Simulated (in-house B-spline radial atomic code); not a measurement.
How numerical settings move a run on the manganese ion Mn⁺, [Ar] 3d5 4s1. Computed with an all-electron radial atomic-structure program (B-spline basis): Dirac-Kohn-Sham PBE0, spherical fractional occupations, Fermi nucleus of rms radius 3.7057 fm.

Command:
```bash
python run_scf.py task.json out
```
Settings of the sound reference run:
```
Z                25
electrons        24
configuration    [Ar] 3d5 4s1
hamiltonian      dirac
method           pbe0
spin_polarised   False
nucleus          fermi
rms_radius       3.7057
mass_number      55
atomic_mass      54.93804
speed_of_light   137.036
knot_spacing     0.22
spline_order     8
gauss_points     12
box_radius       35.29
max_iterations   70
damping          0.5
damped_steps     3
diis_vectors     10
tolerance        1e-08
start            Thomas-Fermi
```

Cost of the run: 1.3 s on 1 thread of Arm Neoverse V2 (shared host).

It converges in 10 iterations to -1157.767299 hartree, with 4s1/2 at -11.7885 eV. The other runs change the listed settings, some to values that make no sense; their results aren't properties of the atom or ion. Radii are in bohr (the nuclear one in fm), a minus after a letter asks for a j subshell, and «unchanged» means within 1e-8 hartree. The run stops when the residual is below 10 × tolerance × max(1, Z/10), or a noise floor if that is larger, and the energy moves by less than 1e-8 × √|E| hartree; so very loose and very tight tolerances often act alike.

```tsv
changed settings	outcome
knot_spacing = 2, max_iterations = 100, tolerance = 0.01, start = bare nucleus	converged in 8 iterations, energy +2.14e+02 hartree from the reference, 4s1/2 level +1.6e+00 eV (the program warns: 4s1/2 reaches the box edge; 1s1/2 reaches the box edge)
spline_order = 3, box_radius = 17.64, first_knot = 4e-05, max_iterations = 75, start = bare nucleus	converged in 11 iterations, energy +2.51e-02 hartree from the reference, 4s1/2 level +4.1e-03 eV
first_knot = 0.12, max_iterations = 12	converged in 10 iterations, energy +2.87e+00 hartree from the reference, 4s1/2 level +8.2e-03 eV
first_knot = 0.012	converged in 10 iterations, energy +1.08e-02 hartree from the reference, 4s1/2 level +5.6e-05 eV
damping = 0.2	converged in 12 iterations, energy unchanged, 4s1/2 level -5.9e-06 eV
first_knot = 4e-06	converged in 10 iterations, energy +1.74e-07 hartree from the reference, 4s1/2 level -1.2e-06 eV
first_knot = 0.0004	converged in 10 iterations, energy +1.25e-04 hartree from the reference, 4s1/2 level +4.9e-07 eV
damping = 0.8	converged in 12 iterations, energy unchanged, 4s1/2 level -6.0e-06 eV
electrons = 25, configuration = [Ar] 3d5 4s1 5p-1, max_iterations = 60	converged in 12 iterations to -1157.8305 hartree, a different physical problem (warning: 5p1/2 reaches the box edge)
method = r2scan	stopped with error: meta-GGAs are not served with the Dirac Hamiltonian
first_knot = 4e-05	converged in 10 iterations, energy -1.06e-06 hartree from the reference, 4s1/2 level -1.0e-06 eV
gauss_points = 6, max_iterations = 75, tolerance = 0.001	converged in 9 iterations, energy unchanged, 4s1/2 level +1.0e-04 eV
damping = 0	converged in 12 iterations, energy unchanged, 4s1/2 level -6.2e-06 eV
knot_spacing = 0.3, max_iterations = 5, damping = 0.2, start = bare nucleus	not converged after 5 iterations, last residual 4.6e-01, last energy +2.98e+00 hartree from the reference
```

(1) What happens with damped_steps = 0?

(2) What happens with first_knot = 0.004?

(3) What happens with damped_steps = 30?

(4) What happens with damping = 0.95?

Results:

(1) Converged in 9 iterations, energy unchanged, 4s1/2 level -3.3e-06 eV.

(2) Converged in 10 iterations, energy -1.92e-03 hartree from the reference, 4s1/2 level -2.7e-05 eV.

(3) Converged in 21 iterations, energy unchanged, 4s1/2 level -1.0e-06 eV.

(4) Converged in 12 iterations, energy unchanged, 4s1/2 level -7.5e-06 eV.
